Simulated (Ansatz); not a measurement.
Na₂Cl₂⁺, that is (NaCl)2 ring with one electron fewer. The state is a doublet with charge 1. Geometry B3LYP-D4/def2-TZVP, that of the neutral singlet; atoms count from 1.

```xyz
4

Na   -0.6685    1.4200    0.2126
Cl    1.3867    0.4523    1.3388
Na    0.6685   -1.4200   -0.2127
Cl   -1.3867   -0.4523   -1.3388
```

**Question.** Estimate the Mulliken populations from the PBE0/def2-TZVP orbitals of Ansatz.

**Answer.** 
```csv
atom,charge (e),spin (α − β)
Na1,0.75,-0.01
Cl2,-0.25,0.51
Na3,0.75,-0.01
Cl4,-0.25,0.51
```
Mulliken values and Mayer orders depend strongly on the basis.

**Question.** Where does the spin sit?

**Answer.** Summed by element: Na -0.03, Cl 1.03, of 1 unpaired in all. Largest on single atoms: Cl2 0.51, Cl4 0.51, Na1 -0.01.
